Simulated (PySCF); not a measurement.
# Which determinant of TlI⁺ lies lowest?

Unrestricted PBE0; PySCF, scalar-relativistic core potentials, basis sets Tl def2-SVP with ECP60, I def2-SVP with ECP28. Outer shells of the fragments: Tl+ 5d10 6s2; I 4d10 5s2 5p5.

Followed along the bond (rough minima from three points):

```json
{"2Ms+1": "2", "unpaired": "π ↑", "⟨S²⟩ at the start": "0.75", "R at minimum (Å)": "3.42", "Te (eV)": "0.00"}
{"2Ms+1": "2", "unpaired": "σ ↑", "⟨S²⟩ at the start": "0.76", "R at minimum (Å)": "3.12", "Te (eV)": "0.36"}
{"2Ms+1": "4", "unpaired": "σ ↑, π ↑↑", "⟨S²⟩ at the start": "3.76", "R at minimum (Å)": "3.07", "Te (eV)": "4.98"}
```

Solutions found at the starting distance of 2.840 Å, counted from the lowest of them; the search is not exhaustive and high or unbound solutions are not listed, so other states can lie among these:

```csv
2Ms+1,unpaired,term,E (eV),⟨S²⟩,⟨Lz²⟩,μ (D)
2,σ ↑,²Σ⁺,0.00,0.76,0.00,-2.72
2,π ↑,²Π,0.06,0.75,1.01,-0.47
4,"σ ↑, π ↑↑",mixed,4.64,3.76,2.01,3.05
4,"σ ↑, π ↑↑",mixed,4.76,3.76,2.01,3.07
2,"σ ↑, π ↑↓",mixed,5.09,1.76,2.01,3.66
2,"σ ↓, π ↑↑",mixed,5.19,1.76,2.01,3.35
4,"σ ↑↑, π ↑",⁴Π,5.86,3.75,1.01,3.64
4,π ↑↑↑,⁴Π,6.29,3.75,1.00,7.64
4,"σ ↑, π ↑↑",⁴Σ⁻,7.38,3.75,0.00,7.69
```

A term symbol is given only where ⟨S²⟩ and ⟨Lz²⟩ are close to those of a pure state; real π, δ and φ orbitals otherwise mix terms. A positive dipole points towards I; it is taken about the centre of mass and depends on that origin.

**Question.** Compare the gap between the two lowest followed solutions at the starting distance with the gap between their minima.

**Answer.** At PBE0 the second solution (doublet, unpaired electrons σ ↑) lies -0.06 eV from the first (doublet, unpaired electrons π ↑) at 2.840 Å and +0.36 eV at the minima; the two curves relax by different amounts, since their minima lie near 3.12 and 3.42 Å.

Spin–orbit coupling is left out, which matters for elements this heavy, above all for dissociation energies. Counting both spins, an empty level lies below a filled one in some of these solutions, because spin and occupation are held.
